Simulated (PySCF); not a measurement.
C8H9N.
SMILES with atom numbers: `[H]/[N:1]=[CH:2]\[C:3]1=[CH:4][CH:5]=[CH:6][C:7]12[CH2:8][CH2:9]2` (hydrogens: H10 on N1; H11 on C2; H12 on C4; H13 on C5; H14 on C6; H15, H16 on C8; H17, H18 on C9)

Level: CAM-B3LYP/def2-SVPD in PySCF, non-relativistic, on one gas-phase PBE0-D3(BJ)/def2-SVP geometry that isn't relaxed in the solvent. The solvent is an IEF-PCM continuum (van der Waals radii × 1.2). Only the electrostatic response of the medium enters.

Gas phase at CAM-B3LYP/def2-SVPD: HOMO -7.62 eV, LUMO -0.71 eV, dipole 3.35 D.

Question: What does the continuum do to the energy, the frontier levels and the dipole at CAM-B3LYP/def2-SVPD in acetonitrile and dimethylsulfoxide?

Answer: 
```tsv
solvent	ε	E(solvent) − E(gas) (kJ/mol)	polarisation term (kJ/mol)	distortion of the solute (kJ/mol)	HOMO (eV)	LUMO (eV)	dipole (D)
acetonitrile	35.69	-33.20	-39.70	6.50	-7.59	-0.68	4.51
dimethylsulfoxide	46.83	-33.61	-40.27	6.66	-7.59	-0.68	4.53
```

The polarisation term is half the interaction of the solute with the surface charges that it induces; the rest is the cost of distorting the solute's density. The sum is the electrostatic part of solvation alone. From acetonitrile to dimethylsulfoxide the lowering changes by a factor 1.01, Onsager's factor (ε − 1)/(2ε + 1) by 1.01 and ε itself by 1.3.

Question: Which radius a makes the point-dipole formula ΔE = −[(ε − 1)/(2ε + 1)]·μ²/a³ give the value in dimethylsulfoxide, with the gas-phase dipole?

Answer: μ = 1.316 au and |ΔE| = 0.01280 Eh give a = 2.13 Å; the farthest nucleus lies 3.35 Å from the centroid of the nuclei, so such a sphere wouldn't even hold the nuclei. The formula assumes a rigid point dipole at the centre of a sphere.

Question: How does the static polarisability (CAM-B3LYP/def2-SVPD, frozen core, with the continuum's full static response) change?

Answer: 
```json
{"medium": "gas", "isotropic (au)": "100.4", "principal values (au)": "66.3, 112.7, 122.2", "⟨r²⟩ of the electrons (bohr²)": "1135.4"}
{"medium": "acetonitrile", "isotropic (au)": "143.9", "principal values (au)": "93.7, 162.3, 175.7", "⟨r²⟩ of the electrons (bohr²)": "1135.9"}
{"medium": "dimethylsulfoxide", "isotropic (au)": "144.5", "principal values (au)": "94.2, 163.0, 176.4", "⟨r²⟩ of the electrons (bohr²)": "1135.9"}
```

The isotropic value in dimethylsulfoxide is 1.44 times the gas-phase one; no cavity-field correction is applied. ⟨r²⟩ is taken about the centre of nuclear charge.

Conformer computed: `[H]/[N:1]=[CH:2]\[C:3]1=[CH:4][CH:5]=[CH:6][C:7]12[CH2:8][CH2:9]2`: N1–C2–C3–C4 1°.
